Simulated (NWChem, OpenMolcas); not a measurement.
**From NWChem to OpenMolcas**

NWChem 7.3.0 runs this on doublet GeTe+:

sp.nw:
```
echo
start sp
title "GeTe"
memory stack 880 mb heap 220 mb global 1100 mb
charge 1

geometry units angstrom noautosym nocenter noautoz
 Ge       0.000000       0.000000       0.000000
 Te       0.000000       0.000000       2.340165
end

basis spherical bse
 * library def2-TZVP
end

ecp bse
 Te library def2-TZVP
end

dft
 xc revpbe cpbe96
 mult 2
 grid fine
 convergence energy 1e-08
 iterations 100
 mulliken
end

task dft
```

```bash
$ nwchem sp.nw > sp.out
```

The bond length is the one measured for the parent species.

It gives a total energy of -2344.621100 Eh.

Problem. How is this level of theory, on these atoms, set up in OpenMolcas 26.06 as an input file of the program's own?

Solution. One way, which was run:

mol.xyz:
```
2

Ge     0.000000     0.000000     0.000000
Te     0.000000     0.000000     2.340165
```

mol.inp:
```
* GeTe Kohn-Sham DFT
&GATEWAY
BasLib=$CurrDir
Coord=mol.xyz
Basis=def2-TZVP
Group=NoSym
&SEWARD
GridInput
Grid=UltraFine
End of Grid
&SCF
UHF
Charge=1
Spin=2
KSDFT=revPBE
Thresholds=1e-10 1e-07 1e-07 1e-05
PrOrbitals=1
```

```bash
$ export MOLCAS_MEM=1860
$ pymolcas mol.inp > mol.log
```

(Basis files named in the input come from the Basis Set Exchange and aren't shown.)

Its energy is -2344.621109 Eh, 0.009 mEh from the first.
